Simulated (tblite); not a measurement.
Run record: tight-binding relaxation, `[CH2]C(=S)[SiH2]N` [radical].

Computed with GFN2-xTB geometry optimisation, gas phase (tblite 0.8.0). Start geometry: from a force field or distance geometry. A driver script takes a list of jobs; this job's settings line and coordinates (Å) are shown.

Command:
```bash
OMP_NUM_THREADS=1 python probes_run.py task.json out
```

Input:
```
{"job": {"kind": "relax", "xc": "GFN2-xTB", "basis": "xTB"}, "charge": 0, "multiplicity": 2}
C      1.771700    -0.487200    -0.682300
C      1.124400     0.358500     0.344600
S      1.965600     1.066400     1.623700
Si    -0.734500     0.652500     0.251800
N     -1.577900    -0.723700    -0.318000
H      1.163400    -0.931000    -1.472300
H      2.831800    -0.658700    -0.652300
H     -1.070400     1.746000    -0.668400
H     -1.362300     0.909500     1.572400
H     -1.543300    -1.453100     0.387000
H     -2.563100    -0.476500    -0.412000
```

Output:
```
step      E/eV     max force
  0    -412.47694    4.695
  1    -412.85056    1.043
  2    -412.89308    0.585
  3    -412.93203    0.549
  4    -412.95172    0.524
  5    -413.01670    0.656
  6    -413.03974    0.640
  7    -413.06841    0.329
  8    -413.07839    0.292
  9    -413.08500    0.233
... (83 lines left out)
 93    -413.12478    0.023
 94    -413.12489    0.032
 95    -413.12504    0.043
 96    -413.12517    0.031
 97    -413.12523    0.016
 98    -413.12526    0.017
 99    -413.12528    0.016
100    -413.12530    0.016
101    -413.12533    0.013
102    -413.12536    0.007
```

«max force» is the largest atomic force in eV/Å.

**Question.** From which step on does the largest force stay under 0.1 eV/Å, and how much energy is left to gain from there?

**Answer.** From step 33 (0.094 eV/Å), 14.2 meV above the end.

In short: energy lowered by 15.0 kcal/mol over 102 steps; largest atomic force 0.007 eV/Å at the end.

**Question.** Give the final coordinates.

**Answer.** 0.362 Å rms from the input after alignment:
```
atom  x, y, z in Å
C1     1.6243   -0.5938   -0.4909
C2     1.0848    0.3653    0.2652
S3     1.9922    1.4678    1.2040
Si4   -0.7900    0.7002    0.3923
N5    -1.5436   -0.6112   -0.4272
H6     1.0041   -1.2502   -1.0755
H7     2.6911   -0.7412   -0.5512
H8    -1.1082    1.9048   -0.3691
H9    -1.1024    0.8574    1.8179
H10   -1.3205   -1.5567   -0.1592
H11   -2.5263   -0.5399   -0.6322
```

Hardware: an Arm Neoverse V1 with one thread, no GPU, on a shared host. Cost: 0.57 s.
Labels such as C1 count atoms from 1, the log's own numbers from 0.
